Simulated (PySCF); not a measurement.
## Atomic charges by several schemes

Compound: C7H5FO.
Geometry (PBE0-D3(BJ)/def2-SVP, Å), atoms numbered from 1 in this order:
```xyz
14
C7H5FO angstrom
O      3.0645   -0.4639    0.1946
C      2.2269    0.3098   -0.1924
C      0.7677    0.1045   -0.0379
C      0.2885   -1.0484    0.5953
C     -1.0814   -1.2364    0.7361
C     -1.9787   -0.2834    0.2506
C     -1.4837    0.8556   -0.3748
F     -2.3397    1.7626   -0.8360
C     -0.1201    1.0662   -0.5275
H      2.5112    1.2627   -0.7090
H      1.0129   -1.7767    0.9652
H     -1.4655   -2.1324    1.2286
H     -3.0589   -0.4077    0.3489
H      0.2377    1.9718   -1.0238
```

Density: PBE0/pcSseg-1 (PySCF); schemes: Mulliken, IAO, Hirshfeld and ESP-fitted. Isolated species at its PBE0-D3(BJ)/def2-SVP geometry (one conformer only).

What partial charge does each atom carry?

In e:

```json
{"atom": "O1", "environment": "aldehyde oxygen", "Mulliken": "-0.351", "IAO": "-0.388", "Hirshfeld": "-0.218", "ESP-fitted": "-0.432"}
{"atom": "C2", "environment": "aldehyde carbon", "Mulliken": "+0.378", "IAO": "+0.256", "Hirshfeld": "+0.123", "ESP-fitted": "+0.386"}
{"atom": "C3", "environment": "substituted aromatic carbon", "Mulliken": "-0.380", "IAO": "-0.054", "Hirshfeld": "-0.017", "ESP-fitted": "+0.108"}
{"atom": "C4", "environment": "aromatic CH carbon", "Mulliken": "+0.047", "IAO": "-0.135", "Hirshfeld": "-0.039", "ESP-fitted": "-0.208"}
{"atom": "C5", "environment": "aromatic CH carbon", "Mulliken": "-0.069", "IAO": "-0.135", "Hirshfeld": "-0.035", "ESP-fitted": "-0.086"}
{"atom": "C6", "environment": "aromatic CH carbon", "Mulliken": "-0.137", "IAO": "-0.175", "Hirshfeld": "-0.052", "ESP-fitted": "-0.335"}
{"atom": "C7", "environment": "aromatic C–F carbon", "Mulliken": "+0.336", "IAO": "+0.299", "Hirshfeld": "+0.091", "ESP-fitted": "+0.482"}
{"atom": "F8", "environment": "aryl fluorine", "Mulliken": "-0.270", "IAO": "-0.259", "Hirshfeld": "-0.075", "ESP-fitted": "-0.207"}
{"atom": "C9", "environment": "aromatic CH carbon", "Mulliken": "-0.066", "IAO": "-0.181", "Hirshfeld": "-0.058", "ESP-fitted": "-0.465"}
{"atom": "H10", "environment": "formyl hydrogen", "Mulliken": "+0.071", "IAO": "+0.097", "Hirshfeld": "+0.043", "ESP-fitted": "+0.019"}
{"atom": "H11", "environment": "aromatic hydrogen", "Mulliken": "+0.098", "IAO": "+0.174", "Hirshfeld": "+0.055", "ESP-fitted": "+0.168"}
{"atom": "H12", "environment": "aromatic hydrogen", "Mulliken": "+0.113", "IAO": "+0.163", "Hirshfeld": "+0.060", "ESP-fitted": "+0.158"}
{"atom": "H13", "environment": "aromatic hydrogen", "Mulliken": "+0.122", "IAO": "+0.172", "Hirshfeld": "+0.062", "ESP-fitted": "+0.196"}
{"atom": "H14", "environment": "aromatic hydrogen", "Mulliken": "+0.107", "IAO": "+0.167", "Hirshfeld": "+0.059", "ESP-fitted": "+0.216"}
```

Mean size of the charges over all atoms: ESP-fitted 0.248 e, IAO 0.190 e, Mulliken 0.182 e, Hirshfeld 0.070 e. Each set sums to the total charge, 0, to within 0.001 e. The Mulliken scheme counts on each atom the diagonal of the density matrix times the overlap matrix over that atom's basis functions.

Lowest charge. The schemes don't all agree: Mulliken C3 (-0.380); IAO O1 (-0.388); Hirshfeld O1 (-0.218); ESP-fitted C9 (-0.465).

Highest charge. The schemes don't all agree: Mulliken C2 (+0.378); IAO C7 (+0.299); Hirshfeld C2 (+0.123); ESP-fitted C7 (+0.482).

How many electrons does the ESP-fitted scheme count on O1?

Z − q = 8 − (-0.432) = 8.432.

Sum the charges by element, for elements with more than one atom.

```tsv
element	atoms	Mulliken	IAO	Hirshfeld	ESP-fitted
C	7	+0.109	-0.125	+0.014	-0.119
H	5	+0.511	+0.772	+0.279	+0.758
```
